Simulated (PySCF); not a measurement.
Species: C7H7O (doublet state).
Atom-mapped SMILES: `[CH2:1][C:2](=[CH2:3])[c:4]1[cH:5][cH:6][cH:7][o:8]1` (hydrogens: H9, H10 on C1; H11, H12 on C3; H13 on C5; H14 on C6; H15 on C7)

Geometry (GFN2-xTB, Å), atoms numbered from 1 in this order:
```xyz
15
C7H7O angstrom
C     -1.872   -0.227    1.241
C     -1.179    0.370    0.205
C     -1.752    1.346   -0.589
C      0.200   -0.034   -0.067
C      1.017   -0.956    0.536
C      2.247   -0.916   -0.157
C      2.095    0.023   -1.129
O      0.868    0.559   -1.084
H     -2.886    0.062    1.449
H     -1.431   -0.984    1.859
H     -2.763    1.667   -0.418
H     -1.206    1.804   -1.392
H      0.781   -1.588    1.368
H      3.119   -1.504    0.043
H      2.762    0.386   -1.887
```

The hyperfine couplings belong to this conformer and change with its torsions.

Theory: UKS B3LYP, pcH-1 on C H O, non-relativistic, mean-field spin-orbit, GIAO (PySCF). The structure is a single GFN2-xTB conformer in the gas phase; no vibrational or solvent corrections. A GFN2-xTB geometry isn't a minimum of the functional, and hyperfine couplings can be far from their values at a DFT geometry. The SCF solution wasn't tested for stability. ⟨S²⟩ is 0.787 where a pure state has 0.75.

Principal values of hyperfine tensors in MHz (contact and dipolar terms together), for some of the nuclei:

```
atom  isotope      A1      A2      A3
  C1      13C    2.88    4.55  165.44
  C3      13C    2.91    4.51  158.33
  C2      13C  -78.53  -38.35  -33.18
 H10       1H  -70.94  -44.32  -16.71
 H12       1H  -68.40  -43.36  -16.72
  H9       1H  -65.41  -44.34  -17.70
  C4      13C    7.11    8.04   16.81
  C5      13C  -14.14   -1.60   -0.45
```

(1) Give the isotropic coupling of each nucleus in MHz and in mT (g = 2.0026), and the anisotropic part.

(2) What spin density at the nucleus of C2 lies behind its contact coupling (g_N = 1.40482)?

(3) H11 (1H, g_N = 5.58569) isn't in the table. Its spin density at the nucleus is -0.009067 bohr⁻³. What is its contact coupling?

(4) What first-order splitting does C3 cause when the field lies along A1, A2 or A3 of its tensor (g taken as isotropic, no quadrupole term)?

Answers

(1) a_iso = (A1 + A2 + A3)/3, Ti = Ai − a_iso; 1 mT corresponds to 28.029 MHz.

```
atom  a_iso (MHz)  a_iso (mT)      T1      T2      T3
  C1        57.62       2.056  -54.74  -53.08  107.82
  C3        55.25       1.971  -52.34  -50.74  103.08
  C2       -50.02      -1.785  -28.51   11.67   16.84
 H10       -43.99      -1.569  -26.95   -0.33   27.28
 H12       -42.83      -1.528  -25.57   -0.53   26.11
  H9       -42.48      -1.516  -22.92   -1.86   24.78
  C4        10.65       0.380   -3.54   -2.62    6.16
  C5        -5.40      -0.193   -8.74    3.80    4.94
```

(2) a_FC = 800.24 MHz bohr³ × g_N × ρ(0)/(2S). With a_FC = -50.02 MHz and 2S = 1, ρ(0) = -0.04449 bohr⁻³.

(3) By the same relation, a_FC = -40.5 MHz. Its full tensor has the principal values -62.27, -42.51, -16.81 MHz.

(4) 2 lines (I = 1/2), spaced by |A_i|/(g × 13.996): 0.10, 0.16, 5.65 mT along the axes of A1, A2 and A3.

Time: 67 s of wall time (with the writing of density and orbital grids); peak memory 0.98 GiB. Hardware: Arm Neoverse V2, one thread, shared host with 96 logical CPUs at a one-minute load of 65.
